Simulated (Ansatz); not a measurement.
How methods differ on GeF2 (SMILES [F][Ge][F])

The species is GeF2 (3 atoms), meant as a singlet with charge 0. SMILES: `[F][Ge][F]`. The shape comes from GFN2-xTB, which is rough for such elements, and wasn't checked as a minimum.

```xyz
3

Ge    0.0045   -0.0079   -0.8123
F     1.3208   -0.0187    0.4151
F    -1.3253    0.0267    0.3972
```

Quantity: the energy change with the Ge1–F3 bond stretched from 1.798 to 2.247 Å, in eV. The values are calculated.

```json
{"level": "HF/STO-3G (restricted)", "kind": "Hartree–Fock", "program": "Ansatz", "value (eV)": "2.75", "less FCI/STO-3G": "+0.86", "CPU time (all runs)": "0.4 s"}
{"level": "PBE/STO-3G (restricted)", "kind": "GGA", "program": "Ansatz", "value (eV)": "2.03", "less FCI/STO-3G": "+0.14", "CPU time (all runs)": "6.3 s"}
{"level": "B3LYP/STO-3G (restricted)", "kind": "global hybrid", "program": "Ansatz", "value (eV)": "2.26", "less FCI/STO-3G": "+0.37", "CPU time (all runs)": "2.9 s"}
{"level": "CAM-B3LYP/STO-3G (restricted)", "kind": "range-separated hybrid", "program": "Ansatz", "value (eV)": "2.49", "less FCI/STO-3G": "+0.60", "CPU time (all runs)": "3.4 s"}
{"level": "B2PLYP/STO-3G (restricted)", "kind": "double hybrid", "program": "Ansatz", "value (eV)": "2.30", "less FCI/STO-3G": "+0.41", "CPU time (all runs)": "3.8 s"}
{"level": "MP2/STO-3G (restricted)", "kind": "perturbation theory", "program": "Ansatz", "value (eV)": "2.37", "less FCI/STO-3G": "+0.48", "CPU time (all runs)": "0.64 s"}
{"level": "CCSD(T)/STO-3G (restricted)", "kind": "coupled cluster or CI", "program": "Ansatz", "value (eV)": "1.98", "less FCI/STO-3G": "+0.09", "CPU time (all runs)": "0.91 s"}
{"level": "CCSDT/STO-3G (restricted)", "kind": "coupled cluster or CI", "program": "Ansatz", "value (eV)": "1.91", "less FCI/STO-3G": "+0.02", "CPU time (all runs)": "1.9 s"}
{"level": "FCI/STO-3G", "kind": "exact in the basis", "program": "Ansatz", "value (eV)": "1.89", "less FCI/STO-3G": "0.00", "CPU time (all runs)": "3.2 s"}
```

FCI/STO-3G is exact within its basis and frozen core, so for wave-function methods in that basis the difference is their error; functionals converge differently with the basis, so for them it is only a difference. All-electron rows without a relativistic Hamiltonian named are non-relativistic. The first shape isn't each level's own minimum. The values span 1.89 to 2.75 eV. All rows use very small basis sets, so none should be taken for the real molecule's value. In the correlated wave-function rows the outer d shell of Ge is correlated, in sets not made for it. Times are those of the runs behind each value, whatever else they computed, on shared processors of several kinds: orders of magnitude only.
